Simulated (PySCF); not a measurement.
## Ni+ (nickel, charge +1) across methods

[Ar] 3d8 4s1, high-spin 4F determinant (an excited configuration). All numbers are calculated (PySCF 2.14, scalar relativity by spin-free X2C-1e, in x2c-TZVPPall with one added diffuse shell each of s, p, d, f type (7s6p5d3f1g, 80 functions)).

| method | E (hartree) | mean ε 3d α (eV) | mean ε 3d β (eV) | mean ε 4s α (eV) | Σ⟨r²⟩ (bohr²) | ⟨S²⟩ |
| --- | --- | --- | --- | --- | --- | --- |
| r2SCAN | -1520.214 | -19.181 | -17.366 | -14.185 | 23.56 | 3.751 |
| PW91 | -1520.371 | -18.982 | -17.172 | -13.957 | 23.77 | 3.750 |
| UHF | -1518.82736 | -28.715 | -26.080 | -16.220 | 23.73 | 3.752 |
| LDA | -1517.441 | -19.205 | -17.201 | -14.111 | 23.70 | 3.750 |
| PBE | -1519.988 | -18.893 | -17.053 | -13.857 | 23.80 | 3.750 |
| TPSS | -1520.263 | -18.828 | -17.106 | -13.812 | 23.74 | 3.750 |
| revPBE | -1520.145 | -18.819 | -16.989 | -13.776 | 23.81 | 3.750 |
| wB97X-V | -1520.079 | -23.889 | -22.061 | -16.535 | 23.75 | 3.751 |
| PBE0 | -1520.000 | -21.505 | -19.499 | -14.570 | 23.65 | 3.750 |
